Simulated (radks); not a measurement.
Results of a calculation; reference values are marked as such.
The chlorine anion Cl-, [Ar], held by a Watson sphere: a shell of charge +1 at radius R that stands for the Madelung well of a crystal (potential energy -1/R inside, -1/r outside, in hartree with lengths in bohr). Level of theory: non-relativistic Kohn-Sham, LDA (Slater exchange, VWN5 correlation), spin-polarised, spherical densities, point nucleus (a radial shooting solver on a logarithmic mesh with Libxc functionals). Response by self-consistent Sternheimer equations with the Hartree and adiabatic LDA kernel. The sphere does not respond.

| R (bohr) | e(2p) (eV) | e(3s) (eV) | e(3p) (eV) | <r> 3p (bohr) | sum of <r^2> (bohr^2) | X-ray form factor at sin(theta)/lambda = 0.3 1/angstrom | alpha (bohr^3) |
|---|---|---|---|---|---|---|---|
| 2.46 | -189.35 | -19.849 | -8.437 | 1.924 | 34.46 | 9.546 | 20.63 |
| 2.53 | -189.29 | -19.719 | -8.323 | 1.931 | 34.70 | 9.544 | 21.11 |
| 3.68 | -188.10 | -17.905 | -6.604 | 2.009 | 37.55 | 9.544 | 29.24 |
| 3.76 | -188.01 | -17.800 | -6.499 | 2.012 | 37.69 | 9.545 | 29.78 |
| 3.97 | -187.79 | -17.536 | -6.236 | 2.020 | 38.02 | 9.546 | 31.16 |
| 4 | -187.76 | -17.499 | -6.199 | 2.021 | 38.07 | 9.546 | 31.35 |
| 4.15 | -187.60 | -17.322 | -6.022 | 2.026 | 38.28 | 9.546 | 32.30 |
| 4.5 | -187.25 | -16.937 | -5.636 | 2.035 | 38.70 | 9.547 | 34.38 |
